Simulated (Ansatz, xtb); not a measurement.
Two isomers of C4H6ClGeN

Structure a: `Clc1cc[n]([GeH3])c1`, a singlet. Structure b: `Clc1ccc[n]1[GeH3]`, a singlet. Both are isolated molecules in the gas phase, relaxed with B3LYP/def2-SVP.

Quicker runs give these differences E(b) − E(a): GFN2-xTB −21.37 kJ/mol; HF/STO-3G +12.86 kJ/mol (at GFN2-xTB geometries); r2SCAN-D4/def2-SVP −0.06 kJ/mol (at GFN2-xTB geometries).

Problem. Estimate which is lower in electronic energy at CCSD(T)/def2-SVP + ΔMP2/def2-TZVPP, and by roughly how much.

Solution. The CCSD(T)/def2-SVP + ΔMP2/def2-TZVPP calculation puts structure b lower, by 4.63 kJ/mol.

Level by level:

```
                             level        geometry  E(b) − E(a) (kJ/mol)  departure from the last row (kJ/mol)  job, with rough time for the two
                          GFN2-xTB        GFN2-xTB                  −21.37                                −16.74              optimisation, 0.17 s
                         HF/STO-3G        GFN2-xTB                  +12.86                                +17.49              single point, 0.88 s
                r2SCAN-D4/def2-SVP        GFN2-xTB                   −0.06                                 +4.57               single point, 7.5 s
                    B3LYP/def2-SVP  B3LYP/def2-SVP                   −4.98                                 −0.35                optimisation, 87 s
                       HF/def2-SVP  B3LYP/def2-SVP                   −3.50                                 +1.13           part of the CCSD(T) run
                      MP2/def2-SVP  B3LYP/def2-SVP                   −8.05                                 −3.42           part of the CCSD(T) run
                  CCSD(T)/def2-SVP  B3LYP/def2-SVP                   −7.16                                 −2.53                      single point
CCSD(T)/def2-SVP + ΔMP2/def2-TZVPP  B3LYP/def2-SVP                   −4.63                                                   single point, 2.8 min
```

As drawn, both hold the same kinds of bond in the same numbers.

HF/STO-3G puts the two in the other order. r2SCAN-D4/def2-SVP finds them nearly level. The largest departure from CCSD(T)/def2-SVP + ΔMP2/def2-TZVPP is that of HF/STO-3G, 17.49 kJ/mol. The last row adds to CCSD(T) the change of the MP2 difference between the two basis sets, here +2.53 kJ/mol.

With thermal terms from frequencies at re-optimised GFN2-xTB minima (ideal gas, soft modes damped towards free rotors, one conformer each, 298.15 K, 1 atm): on the last row, ΔE + ΔZPE = −2.41, ΔH = −3.52, ΔG = +0.33 kJ/mol. In free energy the two are nearly level.

The correlated steps freeze 19 core orbitals; the filled d shell of Ge is correlated, in a basis made for valence electrons. Programs: Ansatz 0.2.0, xtb 6.7.1; the last row on 2 threads of Arm Neoverse V2 on a shared host.
